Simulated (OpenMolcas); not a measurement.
**Rh II: thermal populations, the spin-orbit constant, worked from levels**

```
Program             : OpenMolcas
Basis               : ANO-R3 [8s6p5d3f2g1h]
Scalar Hamiltonian  : X2C, finite nucleus
Active space        : 8 electrons in 5 orbitals (4d)
State averaging     : 2S+1 = 3 even, 10 roots; 2S+1 = 1 even, 15 roots
Spin-orbit coupling : RASSI with atomic mean-field integrals over the reference wave functions, term energies averaged over their components
```

Methods: CASSCF; SS-CASPT2, IPEA 0.25 Eh, imaginary shift 0.1 Eh (closed shells correlated: 4s 4p). Measured levels: NIST Handbook of Basic Atomic Spectroscopic Data.

**Thermal populations.** Z = Σ (2J + 1) exp(-E/kT) with k = 0.695035 cm-1/K, over the levels below. No other level of either list lies under 8110 cm-1, which is above 7 kT at each temperature.

```
  Level  2J + 1  SS-CASPT2  measured
4d⁸ ³F₄       9        0.0       0.0
4d⁸ ³F₃       7       2400      2401
4d⁸ ³F₂       5       3540      3581
```

```
T (K)  Z, SS-CASPT2  Z, measured levels  Ground level (%), SS-CASPT2  Ground level (%), measured levels
 1000         9.252               9.250                         97.3                               97.3
```

At 1000 K, kT = 695 cm-1, and the computed levels give Z = 9.000 + 0.222 + 0.031 = 9.252.

**The spin-orbit constant.** For the Hund term ³F of d8, E(J) = (A/2) J(J+1) + constant and ζ = -2S·A = -2A. From J = 2 to J = 4 the energy changes by 7 A.

```tsv
Source	E(4) - E(2)	A	ζ
CASSCF	-3746.0	-535.1	1070
SS-CASPT2	-3535.6	-505.1	1010
measured	-3580.7	-511.5	1023
```

All in cm-1. SS-CASPT2 is off by -1.3 % and CASSCF by +4.6 %. Both methods take the spin-orbit matrix elements from the reference wave functions, so the second can move ζ only through the term energies and any multistate remixing. Second-order mixing with other terms is absorbed into this ζ.

CASPT2 does not keep the components of a term degenerate, so their means are used; among the terms shown or strongly mixed into the levels shown the widest spread is 460 cm-1 (4d⁸ ³F, SS-CASPT2). Configurations with an s electron lie low at this charge and mix in, so terms can be misplaced. Without dynamic correlation excited terms often stand tens of per cent too high (terms of higher spin than the ground term too low), and those without a measured partner can miss by more than the paired ones (holds for CASSCF). Computed and measured levels are paired by configuration, term and J; levels that our copy of the source lacks, or whose pairing is in doubt (as where it misses far off the trend of its configuration), stay unpaired and out of the deviations. Only configurations of the active space appear.
